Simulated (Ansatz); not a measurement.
BF$_{3}$, charge -1, doublet (typed; the unrestricted solution is spin-contaminated), at a GFN2-xTB geometry (a state made from the parent by changing its charge; the spin is typed, not shown lowest) (a gas-phase anion, which may not be bound at this level); BLYP/aug-cc-pVDZ in Ansatz (a program for electronic structure).

Here is a job for Ansatz.
Ansatz 0.2 input:
```yaml
crystal:
  periodic: [false, false, false]
  atoms:
    - {symbol: B, position_ang: [-0.01665964, 0.22066266, 0.40640217]}
    - {symbol: F, position_ang: [-1.17616439, -0.61899512, 0.19030536]}
    - {symbol: F, position_ang: [0.04332344, 1.13683746, -0.71306201]}
    - {symbol: F, position_ang: [1.14209631, -0.64043271, 0.29697767]}
basis:
  gaussian:
    orbitals: aug-cc-pVDZ
    occupation: {up: {"A'": 12, "A''": 5}, down: {"A'": 10, "A''": 6}}
hamiltonian:
  xc: blyp
total_charge: -1
magnetization: {spin_polarized: true, initial_magnetization: 1}
```

It wrote (shortened):

```
Functional definition: BLYP
the irreps are read with x along [-0.229, 0.370, 0.900], y along [-0.851, -0.526, 0.000] and z along [0.473, -0.766, 0.435] of the geometry given
747 factors; their error is unknown
mean field evaluation 1: about -8819.9820 eV, gradient 3.0e1 eV
mean field evaluation 2: about -8823.5640 eV, gradient 3.6e0 eV
mean field evaluation 4: about -8823.7871 eV, gradient 2.1e-2 eV
mean field evaluation 8: about -8823.7562 eV, gradient 8.4e-2 eV
mean field evaluation 16: about -8823.7565 eV, gradient 1.1e-3 eV
mean field -8823.75652458 eV, -324.2670713214 hartree, gradient 1.4e-6 eV, S^2 1.753431; 0 other end points of the search recorded, 0 dependent functions left out
reference -8823.75681224 eV, -324.2670818927 hartree; 17, 16 occupied and 75, 76 virtual orbitals, 747 factors
Total energy: -8823.75681224 eV, -324.2670818927 hartree
```
